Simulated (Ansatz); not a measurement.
Mulliken charges of `[CH3][InH][PH2]` from r2SCAN/def2-TZVPP in Ansatz (PBE0-D4/def2-TZVP geometry).

```tsv
atom	x (Å)	y (Å)	z (Å)	charge (e)
C1	-0.934	1.090	-0.929	-0.483
In2	0.696	-0.214	-0.401	0.599
P3	0.363	-1.933	1.385	-0.278
H4	-1.043	1.144	-2.013	0.086
H5	-1.871	0.750	-0.487	0.089
H6	-0.721	2.097	-0.562	0.083
H7	2.214	-0.188	-1.230	-0.149
H8	1.628	-1.700	1.987	0.028
H9	-0.332	-1.045	2.249	0.026
```

Task: By hand: the dipole of these point charges (1 e Å = 4.8032 D).

Result: Σ q r = (0.158, 0.175, -0.142) e Å, of length 0.275 e Å = 1.32 D.

Task: How does the dipole of the full density compare? (Estimate.)

Result: Computed: (-0.058, 0.264, -0.063) e Å, 1.33 D; the point charges give 0.99 times that, at 53° from its direction.

Point charges leave out the atoms' own dipoles, such as those of lone pairs, and Mulliken's split depends on the basis, so the two needn't agree.
